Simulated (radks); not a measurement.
Values are calculated unless marked as measured or tabulated.
Ionisation of neutral molybdenum, [Kr] 4d5 5s1, to Mo+, [Kr] 4d5, under several functionals. Scalar-relativistic Kohn-Sham, spin-polarised, spherical densities, point nucleus; open shells are filled with parallel spins first (spin-orbit coupling, left out, can overturn this in heavy ions); a radial shooting solver on a logarithmic mesh with Libxc functionals.

| functional | E(Mo) (hartree) | Exc (hartree) | IE (eV) | -e(HOMO) (eV) | <r> HOMO (bohr) | IE error (eV) |
|---|---|---|---|---|---|---|
| revPBE | -4048.99364 | -123.87732 | 7.376 | 4.535 | 1.965 | +0.284 |
| RPBE | -4049.07077 | -123.95577 | 7.362 | 4.536 | 1.965 | +0.270 |
| LDA (Slater exchange, VWN5 correlation) | -4044.58690 | -119.41007 | 7.716 | 4.673 | 1.975 | +0.623 |
| BP86 | -4049.66067 | -124.54331 | 7.608 | 4.653 | 1.972 | +0.516 |
| exchange-only B88 | -4047.29338 | -122.12497 | 7.249 | 4.053 | 2.006 | +0.156 |

NIST Atomic Spectra Database: 7.092 eV (measured). Closest: exchange-only B88. The Delta-SCF values span 0.47 eV, the total energies 5.07 hartree. The highest occupied level is 4d. Open shells are spherical and high-spin; term and fine-structure splittings are not resolved.
